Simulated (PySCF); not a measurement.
Species: ZrHCl3 (singlet state).
Geometry (PBE0-D3(BJ)/def2-SVP, Å), atoms numbered from 1 in this order:
```xyz
5
Cl3HZr angstrom
Zr     0.0083   -0.0004   -0.0136
H      0.3077   -0.0026    1.7834
Cl     2.1155   -0.0001   -0.9911
Cl    -1.2129    1.9323   -0.3883
Cl    -1.2186   -1.9292   -0.3905
```

Level of theory: PySCF, TDDFT CAM-B3LYP/def2-SVPD, vertical, gas phase, core orbitals frozen in the response, def2 core potentials past Kr. Spin–orbit coupling is left out.

Ground-to-excited transition dipoles (e·a0, same axes as the geometry; the sign carries no meaning), for the states with f of 0.002 or more among the lowest 10:

```json
{"state": "S1", "E (hartree)": "0.1758", "μx": "0.011", "μy": "-0.188", "μz": "-0.002"}
{"state": "S2", "E (hartree)": "0.1761", "μx": "-0.176", "μy": "-0.012", "μz": "0.022"}
{"state": "S3", "E (hartree)": "0.2129", "μx": "0.196", "μy": "0.007", "μz": "-0.026"}
{"state": "S4", "E (hartree)": "0.2137", "μx": "-0.008", "μy": "0.200", "μz": "0.000"}
{"state": "S8", "E (hartree)": "0.2287", "μx": "-0.068", "μy": "0.002", "μz": "-0.286"}
{"state": "S9", "E (hartree)": "0.2320", "μx": "0.022", "μy": "-0.261", "μz": "-0.008"}
{"state": "S10", "E (hartree)": "0.2321", "μx": "-0.259", "μy": "-0.024", "μz": "0.062"}
```

Question: What oscillator strength does each state have?

Answer: f = (2/3) ΔE |μ|² with ΔE in hartree (27.2114 eV).

| state | \|μ\|² (au) | \|μ\| (D) | f |
| --- | --- | --- | --- |
| S1 | 0.035 | 0.48 | 0.004 |
| S2 | 0.032 | 0.45 | 0.004 |
| S3 | 0.039 | 0.50 | 0.006 |
| S4 | 0.040 | 0.51 | 0.006 |
| S8 | 0.086 | 0.75 | 0.013 |
| S9 | 0.068 | 0.66 | 0.011 |
| S10 | 0.071 | 0.68 | 0.011 |

Question: What peak molar absorption coefficient would the strongest computed level give as a lone Gaussian band 0.4 eV wide at half height?

Answer: ε(max) = 2.175×10⁸ f / FWHM, with the width in cm⁻¹. S9/S10 (f summed): 2.175×10⁸ × 0.0216 / 3226 ≈ 1500 L mol⁻¹ cm⁻¹.

S1/S2 and S9/S10 coincide within about 0.01 eV; within a degenerate level the directions of the single components are arbitrary.

The vertical ionisation energy (ΔSCF) is 11.59 eV, 5.28 eV above S10.
